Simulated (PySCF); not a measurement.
r2SCAN0 single point of singlet SnH₂ at its PBE0 minimum.

Input, equivalent to the run apart from its starting density:

```python
from pyscf import gto, scf, dft
mol = gto.M(atom='''
Sn     0.000000     0.000000    -0.020671
H      1.258975    -0.000000     1.229624
H     -1.258975     0.000000     1.229624''',
    basis={'Sn': 'x2c-TZVPall', 'H': 'x2c-TZVPall'},
    nucmod='G',
    charge=0, spin=0)
mf = dft.RKS(mol, xc='HYB_MGGA_XC_R2SCAN0')
mf.grids.atom_grid = (90, 434)
aux = {'Sn': 'AutoAux', 'H': 'AutoAux'}  # AutoAux: made from the orbital basis by basis_set_exchange (get_aux=1)
mf = mf.density_fit(auxbasis=aux).sfx2c1e()
mf.conv_tol = 1e-08
mf.diis_space = 10
mf.max_cycle = 60
mf.verbose = 4
mf.kernel()
```

Excerpt of the output:

```
init E= -6177.65219251275
  HOMO = -0.249558475743469  LUMO = -0.106076869841232  gap/eV = 3.90433
cycle= 1 E= -6177.65282818416  delta_E= -0.000636  |g|= 0.00619  |ddm|= 0.0676
  HOMO = -0.249509933869345  LUMO = -0.106516714813452  gap/eV = 3.89104
cycle= 2 E= -6177.65283159587  delta_E= -3.41e-06  |g|= 0.00316  |ddm|= 0.00605
  HOMO = -0.249444988647062  LUMO = -0.106312902810586  gap/eV = 3.89482
cycle= 3 E= -6177.65283277737  delta_E= -1.18e-06  |g|= 0.00102  |ddm|= 0.00383
  HOMO = -0.249486389679564  LUMO = -0.106354470427959  gap/eV = 3.89482
cycle= 4 E= -6177.65283288795  delta_E= -1.11e-07  |g|= 0.000123  |ddm|= 0.000726
  HOMO = -0.249484696594799  LUMO = -0.106356964025338  gap/eV = 3.89470
cycle= 5 E= -6177.65283288953  delta_E= -1.58e-09  |g|= 2.9e-05  |ddm|= 0.000144
  HOMO = -0.249487575569831  LUMO = -0.10635954733516  gap/eV = 3.89471
Extra cycle  E= -6177.65283288958  delta_E= -4.46e-11  |g|= 2.8e-05  |ddm|= 6.12e-05
converged SCF energy = -6177.65283288958
```

This run, together with those of the ionised and electron-attached species (not shown), took 17 s on 2 threads of a shared AMD EPYC 7R43 64-Core (Zen 3) host, with 72 basis functions; the process peaked at 0.72 GiB.
